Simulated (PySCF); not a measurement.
Species: Si(SH)2Cl2.
Z-matrix (Å and degrees, PBE0-D3(BJ)/def2-SVP geometry), rows numbered from 1:
```
Si
S   1  2.1198
H   2  1.3521  1   93.37
S   1  2.1193  2  104.48  3   177.47
H   4  1.3520  1   92.99  2   177.20
Cl  1  2.0591  2  111.84  3    56.32
Cl  1  2.0598  2  112.17  3   -61.76
```

Computed at PBE0/pcSseg-1 (PySCF, non-relativistic), with Q(33S) = −0.0678 b, Q(35Cl) = −0.0817 b: S2, 33S (I = 3/2): χzz = 36.06 MHz, η = 0.625; Cl6, 35Cl (I = 3/2): χzz = -45.64 MHz, η = 0.085.

**Question.** Find the zero-field quadrupole resonance frequencies of 33S at S2.

**Answer.** From ν = (|χ|/2)√(1 + η²/3): ν = 19.17 MHz (sulfur bonded to Si and H).

**Question.** Where would the pure quadrupole (NQR) lines of 35Cl at Cl6 fall for the rigid, isolated species?

**Answer.** From ν = (|χ|/2)√(1 + η²/3): ν = 22.85 MHz (chlorine bonded to Si). For 37Cl the ratio of quadrupole moments, 0.7881, gives 18.01 MHz.

**Question.** Apply the simplest Townes–Dailey estimate (no s hybridisation, no π bonding), ionic character = 1 − χzz/χ0, where χ0 is the coupling for one missing p electron along the bond: −109.74 MHz for 35Cl.

**Answer.** Cl6 on Si1: 1 − (-45.64)/(-109.74) = 0.58. In this model a purely covalent bond gives χ0 and a free halide ion gives zero; s hybridisation or π bonding, where present, is counted here as ionic character.

In a crystal, neighbours and librations shift these lines. The small basis limits the accuracy of the gradients.

One conformer stands for the species.
